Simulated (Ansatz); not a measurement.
Relaxation of CH₆AlBrGe (10 atoms, charge 0, multiplicity 1), to a largest force component of 0.015 eV/Å in at most 40 steps.

Method: Ansatz 0.2.0, RKS PBE0-D4/def2-SVP.

```xyz
10
Properties=species:S:1:pos:R:3:forces:R:3
C -0.899 1.267 -0.036 -1.60 2.03 -0.99
Ge -0.374 -0.476 -0.559 1.30 -0.06 -0.89
Al 1.700 -0.988 0.552 0.95 -0.49 0.68
Br -1.914 -2.010 0.073 -0.78 -0.57 0.14
H -1.090 1.345 1.034 0.07 -0.01 0.37
H -0.175 2.065 -0.348 -0.21 -0.67 0.25
H -1.877 1.552 -0.552 0.95 -0.33 0.56
H -0.130 -0.514 -2.100 -0.37 -0.06 0.15
H 1.824 -2.221 1.599 -0.03 0.27 -0.25
H 3.019 -0.072 0.339 -0.28 -0.11 -0.02
```

Problem. Where does it end, and by what steps?

Solution. The run converged. After 7 steps the energy has fallen by 0.255 eV; H10 moved furthest, 0.21 Å.

| step | energy less start (eV) | largest force component (eV/Å) | accepted |
| --- | --- | --- | --- |
| 0 | 0.0000 | 2.026 | yes |
| 1 | -0.2118 | 0.669 | yes |
| 2 | -0.2479 | 0.160 | yes |
| 3 | -0.2528 | 0.054 | yes |
| 4 | -0.2541 | 0.041 | yes |
| 5 | -0.2550 | 0.051 | yes |
| 6 | -0.2553 | 0.033 | yes |
| 7 | -0.2554 | 0.006 | yes |

```xyz
10
Properties=species:S:1:pos:R:3
C -1.004 1.357 -0.075
Ge -0.254 -0.391 -0.537
Al 1.843 -1.071 0.615
Br -1.878 -1.965 0.098
H -1.169 1.430 1.008
H -0.315 2.155 -0.390
H -1.966 1.490 -0.590
H -0.195 -0.502 -2.080
H 1.857 -2.346 1.560
H 3.165 -0.209 0.394
```

Whether the end is a true minimum wasn't checked by a vibrational analysis.

Time of the run: 34 s on 2 threads of Arm Neoverse V2, with other jobs on the host, peak memory 0.36 GiB.
